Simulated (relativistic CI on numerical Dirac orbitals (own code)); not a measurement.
Sc3+ in a cubic cluster: L2,3 absorption with charge transfer

Computed with a charge-transfer multiplet model of a cubic metal-ligand cluster with up to 2 ligand holes, Slater and spin-orbit integrals from Dirac-Coulomb-Breit ions, Slater integrals scaled by 0.9. The ground state mixes d0 with configurations of k ligand holes L, whose averages lie at kΔ + k(k − 1)U_dd/2; a core hole lowers each added d electron by U_cd. 300 K, Lorentzian 0.4 eV and Gaussian 0.3 eV FWHM.

Atomic integrals in eV (Slater integrals scaled, ζ unscaled), ground: F2dd 5.299, F4dd 3.246, zeta_d 0.005; with the core hole: F2dd 5.299, F4dd 3.246, zeta_d 0.020, zeta_core 3.005, F2cd 4.627, G1cd 3.325, G3cd 1.884. Where a configuration has fewer than two d electrons, the dd integrals are those of d2.

Cluster parameters (eV): U_dd = 3.8, U_cd = 4.7, 10Dq = 1.7, 10Dq(ligand) = 0.6, V(eg) = 2.85, V(t2g) = -1.44, final-state hopping factor = 0.9.

| Case | n_d | d0 | d1L | d2L2 | S |
| --- | --- | --- | --- | --- | --- |
| Δ = 2 eV | 0.80 | 0.35 | 0.51 | 0.15 | 0.00 |
| Δ = 4 eV | 0.64 | 0.46 | 0.45 | 0.10 | 0.00 |
| Δ = 6 eV | 0.50 | 0.56 | 0.38 | 0.06 | 0.00 |

Weights, n_d and S are thermal averages at 300 K. Photon energies count from the first peak over 30 % of the highest in each spectrum, which can be another peak from case to case. The parameters are a model scan and need not match a compound or its usual spin state. Peaks in eV (height, largest 100):
- Δ = 2 eV: 0.0 (38), 2.2 (54), 3.4 (24), 4.4 (46), 6.7 (100)
- Δ = 4 eV: 0.0 (41), 2.3 (71), 4.2 (63), 6.8 (100)
- Δ = 6 eV: -2.3 (26), 0.0 (50), 2.0 (61), 4.3 (100)

A d0 ion has no d-d gap: its lowest excitations are ligand-to-metal charge transfer. With the core hole the configuration with one ligand hole lies at Δ + U_dd − U_cd = 1.1, 3.1, 5.1 eV from the one without, in the order of the table; where this is negative the screened configuration lies lower, though the effective hopping of about 5.8 eV (from the holes of the mixed ground state) mixes the two strongly wherever it is as large as the gap.

With at most 2 ligand holes the space is cut while the next configuration still counts, so covalency is underestimated, and a final configuration with one more ligand hole, which can lie low, is missing from the spectra.
